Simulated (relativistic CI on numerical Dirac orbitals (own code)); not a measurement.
Computed by Dirac-Coulomb-Breit CI, KLI orbitals optimised for each configuration, model QED, unscaled Slater integrals (own radial code, finite nucleus).

Configurations in the expansion (outside the closed core 1s2): 2s2 2p2, 2s 2p3, 2p4, 2p3 3s, 2s2 2p 3s, 2p3 3p, 2s2 2p 3p, 2p3 3d, 2s2 2p 3d, 2s 2p2 3s, 2s 2p2 3p, 2s 2p2 3d, 2s2 2p 4s, 2s2 2p 4p, 2s2 2p 4d, 2s2 2p 4f, 2s2 3s2, 2s2 3s 3p, 2s 2p2 4s, 2s2 3s 3d, 2s2 2p 5s, 2s 2p2 4p, 2s2 3p2, 2s2 2p 5p, 2s2 2p 5d, 2s 2p2 4d, 2s2 2p 5f, 2s2 2p 5g, 2s 2p2 4f, 2s2 3p 3d, 2s 2p 3s2, 2s2 3d2, 2s 2p 3s 3p, 2s 2p 3s 3d, 2s 2p 3p2, 2s 2p 3p 3d. Levels of other configurations are missing.

At this charge energies of transitions that change n are usually good to better than 1 %, and those within a shell (Δn = 0) to a few per cent.

Outline of the computed level scheme of Tl LXXVI. Lowest level of each configuration: 2s2 2p2 3P_0 at 0.0 eV; 2s 2p3 3P°_2 at 2511.0 eV; 2p4 3P_2 at 5166.4 eV; 2s2 2p 3s 3P°_0 at 12913.0 eV; 2s2 2p 3p 3D_1 at 13015.5 eV; 2s 2p2 3s 5P_1 at 13239.3 eV; 2s 2p2 3p 3P°_1 at 13351.8 eV; 2s2 2p 3d 3F°_2 at 13751.1 eV; 2s 2p2 3d 3D_1 at 14079.5 eV.

Some strong electric-dipole decays among the lowest 45 levels: 2s2 2p 3d 3D°_1 → 2s2 2p2 3P_0 (2.9e+15 s⁻¹); 2s 2p2 3d 3D_3 → 2s 2p3 3P°_2 (2.2e+15 s⁻¹); 2s2 2p 3d 3F°_3 → 2s2 2p2 1D_2 (2.2e+15 s⁻¹); 2s 2p2 3d 3F_2 → 2s 2p3 1P°_1 (2.0e+15 s⁻¹); 2s2 2p 3d 3P°_2 → 2s2 2p2 3P_1 (2.0e+15 s⁻¹); 2s 2p2 3p 3P°_1 → 2s2 2p2 3P_0 (8.0e+14 s⁻¹); 2s 2p2 3p 3D°_1 → 2s2 2p2 3P_0 (7.5e+14 s⁻¹); 2s 2p2 3d 3D_2 → 2s 2p3 3P°_2 (3.9e+14 s⁻¹).

LS names give the leading component of a level, which can be under half, so a name can repeat, a term be missing and a line seem to break the LS rules.
